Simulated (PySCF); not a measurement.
Gas-phase reaction: AlI3 ⇌ AlI + I2

Method: PySCF energies (xtb for GFN2) plus ideal-gas RRHO corrections (1 bar). 'Table' is the NASA 1993 thermochemical table (part measured, part estimated). After a fit of one offset per element over all species, the range-separated, M06-2X, PBE0/def2-QZVP and CCSD(T)/def2-TZVPP enthalpies, where run, lie to one side of the table for I2 (+16 kJ/mol): a fault of the table's entry, another state or a shared error of the levels is possible; this was not checked at source. † marks an energy on the PBE0/def2-TZVP geometry and frequencies; other levels use their own. MP2 and CCSD(T) freeze the core. All species are closed-shell singlets. I: scalar-relativistic def2 core potential, no spin-orbit coupling. MP2 isn't extrapolated to the basis-set limit. CCSD(T) isn't extrapolated to the basis-set limit. The table's entry may be an old estimate for AlI3, AlI (not checked at source).

```json
[
 {"level": "table", "ΔH°(298 K), kJ": "323.7"},
 {"level": "BLYP/def2-TZVP†", "ΔH°(298 K), kJ": "(withheld)"},
 {"level": "CCSD(T)/def2-SVP†", "ΔH°(298 K), kJ": "(withheld)"},
 {"level": "GFN2-xTB", "ΔH°(298 K), kJ": "431.9"},
 {"level": "MP2/def2-TZVPP†", "ΔH°(298 K), kJ": "386.4"},
 {"level": "PBE/def2-SVP", "ΔH°(298 K), kJ": "(withheld)"},
 {"level": "PBE0/def2-SVP†", "ΔH°(298 K), kJ": "352.3"},
 {"level": "PBE0/def2-TZVP", "ΔH°(298 K), kJ": "342.1"},
 {"level": "LDA/def2-TZVP†", "ΔH°(298 K), kJ": "(withheld)"},
 {"level": "ωB97M-V/def2-TZVP†", "ΔH°(298 K), kJ": "336.8"}
]
```

Question: What belongs in the gaps?

Answer: 
- BLYP/def2-TZVP†, ΔH°(298 K), kJ: 285.1
- CCSD(T)/def2-SVP†, ΔH°(298 K), kJ: 346.0
- PBE/def2-SVP, ΔH°(298 K), kJ: 330.4
- LDA/def2-TZVP†, ΔH°(298 K), kJ: 349.3
